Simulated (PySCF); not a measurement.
## From computed data to an observable: chemical shift, span and skew from a shielding tensor

1-bromo-1,1-difluoroethane (C2H3BrF2), SMILES CC(F)(F)Br. Atoms are numbered in the order given.

```xyz
8

C     -1.2971     1.4466     0.0000
C      0.0662     0.8211     0.0000
F      0.7656     1.1897     1.0770
F      0.7656     1.1897    -1.0770
Br    -0.0435    -1.1384     0.0000
H     -1.8511     1.1425     0.8961
H     -1.8511     1.1425    -0.8961
H     -1.1689     2.5394     0.0000
```
Charge 0, spin multiplicity 1.

Coordinates come from a PBE0-D3(BJ)/def2-SVP optimisation.

GIAO shieldings from HF/pcSseg-1 (PySCF), non-relativistic, no solvent. The symmetric part of the tensor of F3 has the principal values 196.4, 301.2, 338.8 ppm. The same nucleus in CFCl3 has σ = 238.5 ppm at this level (PySCF, at its B3LYP-D3(BJ)/def2-TZVP geometry). Without spin–orbit terms, shifts of atoms bonded to Cl or Br come out too high.

**Question.** Work out the isotropic shielding, the ¹⁹F shift against CFCl3, the span and the skew.

**Answer.** 
σ(iso) = (σ11 + σ22 + σ33)/3 = 278.8 ppm. δ = σ(ref) − σ(iso) = 238.5 − (278.8) = -40.3 ppm.
Span Ω = σ33 − σ11 = 142.4 ppm. Skew κ = 3(σ(iso) − σ22)/Ω = -0.47. Tumbling in solution averages the tensor to δ; in a static solid the shielding alone would spread this spin-1/2 line over Ω.
